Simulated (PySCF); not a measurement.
C₂Fe, SMILES [Fe][C][C] (connectivity only; charge and spin as stated), neutral, multiplicity 5. Atoms are numbered in the order given.

```xyz
3

Fe     0.0000     0.0000     0.7590
C      0.0000     0.0000    -0.9992
C      0.0000     0.0000    -2.2899
```
Charge 0, spin multiplicity 5.

Coordinates come from a PBE-D3(BJ)/def2-TZVP optimisation. The spin state was assumed, not searched.

Level of theory: PBE-D3(BJ)/def2-TZVP in PySCF 2.14.0.

Frequencies are harmonic and unscaled.

Modes within 1.5 cm⁻¹ of each other (mostly degenerate sets) share a row, with their intensities summed.

```json
[
 {"mode": "1–2", "ν (cm⁻¹)": "166", "IR (km/mol)": "8.1", "moving atoms (share of kinetic energy)": "C 97 %"},
 {"mode": "3", "ν (cm⁻¹)": "568", "IR (km/mol)": "19.7", "moving atoms (share of kinetic energy)": "C 70 %, Fe 30 %"},
 {"mode": "4", "ν (cm⁻¹)": "1720", "IR (km/mol)": "127.7", "moving atoms (share of kinetic energy)": "C 100 %"}
]
```
